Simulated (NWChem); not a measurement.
System: C3H6OSi; SMILES [SiH3]C1OCC=1

NWChem input:

```
start job
memory heap 200 mb stack 900 mb global 1100 mb
geometry units angstroms noautoz
  Si     0.022782    -1.801190     0.000000
  C     -0.115006     0.067280     0.000000
  C     -1.057598     1.031103     0.000000
  C      0.061459     2.040415     0.000000
  O      1.009343     0.916088     0.000000
  H      0.751642    -2.268584    -1.208196
  H      0.751642    -2.268584     1.208196
  H     -1.356693    -2.354014     0.000000
  H     -2.136520     1.071637     0.000000
  H      0.190626     2.652495    -0.898735
  H      0.190626     2.652495     0.898735
end
basis spherical
  * library def2-svp
end
dft
  xc xctpssh
  iterations 150
  mulliken
end
task dft energy
```

All runs use the structure optimised with B3LYP/6-31G* (spherical d).

### Question
Predict the main results of this run. (TPSSh/def2-SVP.) Quantities: energy (Ha); highest occupied level (eV); orbital gap (eV); dipole (D).

### Answer
```yaml
energy (Ha): -482.37
highest occupied level (eV): -5.92
orbital gap (eV): 5.30
dipole (D): 1.49
```
